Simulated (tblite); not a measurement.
A tight-binding relaxation on `[O-]C[C@@H]1CCC[Se]C1`.

Computed with GFN2-xTB geometry optimisation, gas phase (tblite 0.8.0). Start geometry: from a force field or distance geometry. The input is one job of a driver script: a line of settings, then coordinates in Å.

Command:
```bash
OMP_NUM_THREADS=1 python probes_run.py task.json out
```

Input:
```
{"job": {"kind": "relax", "xc": "GFN2-xTB", "basis": "xTB"}, "charge": -1, "multiplicity": 1}
O     -2.891000    -1.173000     0.068200
C     -2.301400     0.081700     0.233700
C     -0.858800     0.063800    -0.323600
C      0.019900    -0.919100     0.445200
C      1.417500    -1.079900    -0.152500
C      2.212600     0.221200    -0.097800
Se     1.416200     1.579400    -1.246800
C     -0.273100     1.492200    -0.276900
H     -2.907100     0.834600    -0.281500
H     -2.285500     0.326000     1.330600
H     -0.931000    -0.257500    -1.392200
H      0.107600    -0.611200     1.517800
H     -0.462700    -1.928700     0.459200
H      1.974600    -1.861200     0.402200
H      1.333700    -1.410200    -1.213100
H      2.266300     0.597700     0.961900
H      3.253900     0.037000    -0.446400
H     -0.974800     2.197700    -0.771100
H     -0.126600     1.818600     0.775700
```

**Question.** What does the run print?

**Answer.** 
```
step      E/eV     max force
  0    -703.76107    3.446
  1    -704.02175    1.317
  2    -704.08797    1.086
  3    -704.11249    0.466
  4    -704.12745    0.280
  5    -704.13283    0.207
  6    -704.13866    0.197
  7    -704.14192    0.194
  8    -704.14477    0.158
  9    -704.14646    0.080
... (33 lines left out)
 43    -704.16712    0.016
 44    -704.16716    0.016
 45    -704.16720    0.023
 46    -704.16725    0.022
 47    -704.16730    0.017
 48    -704.16734    0.015
 49    -704.16737    0.013
 50    -704.16739    0.012
 51    -704.16741    0.010
 52    -704.16743    0.009
```

«max force» is the largest atomic force in eV/Å.

**Question.** From which step on does the largest force stay under 0.1 eV/Å, and how much energy is left to gain from there?

**Answer.** From step 18 (0.083 eV/Å), 9.0 meV above the end.

Main results: energy lowered by 9.4 kcal/mol over 52 steps; largest atomic force 0.009 eV/Å at the end.

**Question.** Where do the atoms end?

**Answer.** 0.107 Å rms from the input after alignment:
```
atom  x, y, z in Å
O1    -2.8129   -1.2142    0.2566
C2    -2.3440   -0.0096    0.2807
C3    -0.8472    0.0760   -0.3460
C4     0.0187   -0.9077    0.4246
C5     1.4052   -1.0735   -0.1868
C6     2.2523    0.1785   -0.0482
Se7    1.5480    1.6958   -1.1002
C8    -0.3386    1.4631   -0.2983
H9    -2.9367    0.7542   -0.3154
H10   -2.2372    0.4448    1.3186
H11   -0.9513   -0.2676   -1.3801
H12    0.1155   -0.5684    1.4617
H13   -0.5202   -1.8582    0.4330
H14    1.9327   -1.8944    0.3137
H15    1.3105   -1.3327   -1.2452
H16    2.2926    0.5102    0.9929
H17    3.2710    0.0173   -0.4104
H18   -0.9432    2.1592   -0.8797
H19   -0.2253    1.8365    0.7212
```

Time: 3.7 s wall, 1.4 s CPU. Hardware: Intel Xeon at 2.50 GHz, one thread, no GPU, shared host with 64 logical CPUs at a one-minute load of 53.
Labels such as C1 count atoms from 1, the log's own numbers from 0.
